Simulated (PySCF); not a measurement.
# Pt⁵²⁺: ionisation energy

Pt⁵²⁺ [Ar] 3d8 [3d3/2^4 3d5/2^4, M_J = 4] → Pt⁵³⁺ [Ar] 3d7 [3d3/2^4 3d5/2^3, M_J = 9/2], as a difference of total energies. All numbers are calculated (PySCF 2.14, the two-component X2C-1e Hamiltonian, in an even-tempered Gaussian basis (15 s from 14 bohr⁻², ratio 2.8; 13 p from 18 bohr⁻², ratio 2.8; 8 d from 18 bohr⁻², ratio 2.8; 3 f from 66 bohr⁻², ratio 3)). Correlated levels: [Ne] frozen; the 78 highest virtual spinors dropped. "Screened" scales the spin-orbit matrix elements by Boettger's factors to mimic the two-electron term; Breit and QED terms are absent.

```
                    method  ionisation energy (eV)
           GHF (spin-free)                  5014.1
          GMP2 (spin-free)                  5015.2
 GHF (screened spin-orbit)                  4981.0
GMP2 (screened spin-orbit)                  4982.1
```

Breit and QED terms and the two-electron picture change are absent.

The spin-free rows relax to the high-spin LS determinant and lack the spin-orbit shift.

The labels give the starting determinants; with spin-orbit coupling the two ends relaxed to ⟨J²⟩ = 20.00, ⟨L²⟩ = 13.20, ⟨S²⟩ = 1.79 and ⟨J²⟩ = 24.75, ⟨L²⟩ = 16.15, ⟨S²⟩ = 2.52.

For comparison: 4980 ± 4 eV (theoretical estimate listed by NIST; NIST Atomic Spectra Database, ionization energies).
